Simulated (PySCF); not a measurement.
This PySCF input asks for the NMR shieldings of SMILES C1(F)=C(CC)CPC1, C₆H₁₀FP; the geometry comes from GFN2-xTB.

```python
import basis_set_exchange as bse
import numpy as np
from pyscf import gto, dft
from pyscf.prop import nmr

atoms = """
C    -2.375811   -0.394479   -0.459887
C    -1.303088   -0.721263    0.579323
C     0.018433   -0.116535    0.224117
C     0.650989    0.832012    0.901065
F     0.168806    1.394563    2.031975
C     1.957517    1.350837    0.391167
P     2.501064    0.070708   -0.854261
C     0.742145   -0.539727   -1.023729
H    -2.112425   -0.807989   -1.430520
H    -3.330766   -0.814909   -0.154674
H    -2.489525    0.682376   -0.560890
H    -1.190901   -1.807010    0.649132
H    -1.614119   -0.346286    1.555897
H     2.696112    1.475727    1.185621
H     1.827306    2.323937   -0.095906
H     2.834220   -0.876092    0.128898
H     0.724875   -1.621210   -1.172445
H     0.286409   -0.078344   -1.906540
"""
names = dict.fromkeys(["C", "F", "P", "H"], "pcSseg-1")
basis = {el: gto.basis.parse(bse.get_basis(n, elements=[el], fmt="nwchem")) for el, n in names.items()}
mol = gto.M(atom=atoms, basis=basis, charge=0, verbose=0)
mf = dft.RKS(mol, xc="PBE0")
mf.grids.level = 2
mf.grids.alignment = dft.numint.BLKSIZE   # the property module wants whole blocks of grid points
mf.conv_tol = 1e-9
mf.kernel()

calc = nmr.RKS(mf)   # GIAO
C = mf.mo_coeff
Co = C[:, mf.mo_occ > 0]
resp = mf.gen_response(singlet=True, hermi=2)
def vind(x):   # induced exchange potential for any number of trial vectors
    d = np.einsum("pi,xij,qj->xpq", C, 2 * x.reshape(-1, C.shape[1], Co.shape[1]), Co, optimize=True)
    return np.einsum("xpq,pi,qj->xij", resp(d - d.transpose(0, 2, 1)), C, Co, optimize=True).ravel()
mo1, _ = nmr.rhf.solve_mo1(calc, with_cphf=vind)
sigma = calc.kernel(mo1)
for i, s in enumerate(sigma):   # ppm
    w = np.linalg.eigvalsh((s + s.T) / 2)
    print("%2d %-2s iso %8.1f  s11 %8.1f  s22 %8.1f  s33 %8.1f" % (i, mol.atom_pure_symbol(i), w.mean(), *w))
```

Question: What are the results?

Answer: 
```
 0 C  iso    171.9  s11    159.0  s22    170.3  s33    186.4
 1 C  iso    161.5  s11    145.1  s22    168.7  s33    170.5
 2 C  iso     59.1  s11    -36.6  s22     68.0  s33    145.8
 3 C  iso     20.0  s11    -63.8  s22     43.6  s33     80.4
 4 F  iso    291.6  s11    176.2  s22    291.3  s33    407.5
 5 C  iso    157.9  s11    132.1  s22    158.5  s33    183.1
 6 P  iso    403.7  s11    326.2  s22    425.8  s33    459.2
 7 C  iso    159.0  s11    137.1  s22    158.3  s33    181.5
 8 H  iso     30.5  s11     25.5  s22     30.5  s33     35.5
 9 H  iso     30.5  s11     26.0  s22     27.4  s33     38.2
10 H  iso     31.0  s11     26.9  s22     29.4  s33     36.6
11 H  iso     29.9  s11     25.3  s22     28.7  s33     35.6
12 H  iso     28.9  s11     23.8  s22     29.3  s33     33.6
13 H  iso     29.3  s11     25.2  s22     26.8  s33     35.9
14 H  iso     28.8  s11     24.6  s22     26.8  s33     34.9
15 H  iso     28.2  s11     24.4  s22     26.2  s33     33.9
16 H  iso     29.8  s11     25.3  s22     28.5  s33     35.7
17 H  iso     28.9  s11     23.7  s22     28.8  s33     34.3
```

These numbers come from an equivalent density-fitted implementation of the same equations, which agrees with the script to about 0.01 ppm for H and up to a few tenths of a ppm for heavy atoms, so last digits may differ.

Size and cost of the density-fitted run: 193 basis functions, about 80 core-seconds.
